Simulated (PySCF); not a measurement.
Si(Me)(SH) (CH₄SSi), SMILES C[Si]S (connectivity only; charge and spin as stated), neutral, multiplicity 1.

Geometry optimised at ωB97X-D3(BJ)/def2-TZVP. Other conformers were not sampled.

Method: ωB97X-D3(BJ)/def2-TZVP (PySCF 2.14.0).

Frequencies are harmonic and unscaled.

```json
[
 {"mode": "1", "ν (cm⁻¹)": "61", "IR (km/mol)": "0.1", "moving atoms (share of kinetic energy)": "H 94 %"},
 {"mode": "2", "ν (cm⁻¹)": "226", "IR (km/mol)": "2.9", "moving atoms (share of kinetic energy)": "C 33 %, S 26 %, H 24 %, Si 16 %"},
 {"mode": "3", "ν (cm⁻¹)": "423", "IR (km/mol)": "7.0", "moving atoms (share of kinetic energy)": "H 96 %"},
 {"mode": "4", "ν (cm⁻¹)": "524", "IR (km/mol)": "58.5", "moving atoms (share of kinetic energy)": "Si 50 %, S 43 %"},
 {"mode": "5", "ν (cm⁻¹)": "630", "IR (km/mol)": "16.8", "moving atoms (share of kinetic energy)": "H 61 %, C 27 %, Si 12 %"},
 {"mode": "6", "ν (cm⁻¹)": "691", "IR (km/mol)": "37.0", "moving atoms (share of kinetic energy)": "H 42 %, C 39 %, Si 19 %"},
 {"mode": "7", "ν (cm⁻¹)": "731", "IR (km/mol)": "1.0", "moving atoms (share of kinetic energy)": "H 87 %"},
 {"mode": "8", "ν (cm⁻¹)": "853", "IR (km/mol)": "31.3", "moving atoms (share of kinetic energy)": "H 76 %, C 13 %"},
 {"mode": "9", "ν (cm⁻¹)": "1278", "IR (km/mol)": "27.1", "moving atoms (share of kinetic energy)": "H 80 %, C 20 %"},
 {"mode": "10", "ν (cm⁻¹)": "1444", "IR (km/mol)": "4.2", "moving atoms (share of kinetic energy)": "H 96 %"},
 {"mode": "11", "ν (cm⁻¹)": "1464", "IR (km/mol)": "12.2", "moving atoms (share of kinetic energy)": "H 95 %"},
 {"mode": "12", "ν (cm⁻¹)": "2750", "IR (km/mol)": "0.6", "moving atoms (share of kinetic energy)": "H 97 %"},
 {"mode": "13", "ν (cm⁻¹)": "3039", "IR (km/mol)": "2.3", "moving atoms (share of kinetic energy)": "H 97 %"},
 {"mode": "14", "ν (cm⁻¹)": "3116", "IR (km/mol)": "7.9", "moving atoms (share of kinetic energy)": "H 92 %, C 8 %"},
 {"mode": "15", "ν (cm⁻¹)": "3148", "IR (km/mol)": "5.7", "moving atoms (share of kinetic energy)": "H 91 %, C 9 %"}
]
```
